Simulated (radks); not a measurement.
Values are calculated unless marked as measured or tabulated.
Coulomb parameter of the 4f shell of the gadolinium ion Gd3+ in the model configuration [Xe] 4f6 6s1, as a second difference U = [E(n + 0.5) + E(n - 0.5) - 2 E(n)] / (0.5)^2 with all orbitals relaxed. "Bare": the charge of the atom changes with n. "Screened": the 6s shell takes up the change at fixed total charge, which measures U(4f,4f) + U(6s,6s) - 2 U(4f,6s). Level of theory: Dirac Kohn-Sham, BLYP, spin-unpolarised, spherical densities, finite nucleus; open shells are shared between the two j in proportion to 2j + 1; Fermi nuclear charge, rms radius 5.1569 fm (a radial shooting solver on a logarithmic mesh with Libxc functionals).

start: configuration [Xe] 4f6 6s1; E - E(n) (eV) 0.000
bare +0.5: configuration [Xe] 4f6.5 6s1; E - E(n) (eV) -19.393
bare -0.5: configuration [Xe] 4f5.5 6s1; E - E(n) (eV) 24.420
screened +0.5: configuration [Xe] 4f6.5 6s0.5; E - E(n) (eV) -8.280
screened -0.5: configuration [Xe] 4f5.5 6s1.5; E - E(n) (eV) 10.470

U(bare) = 20.104 eV, U(screened by 6s) = 8.760 eV.
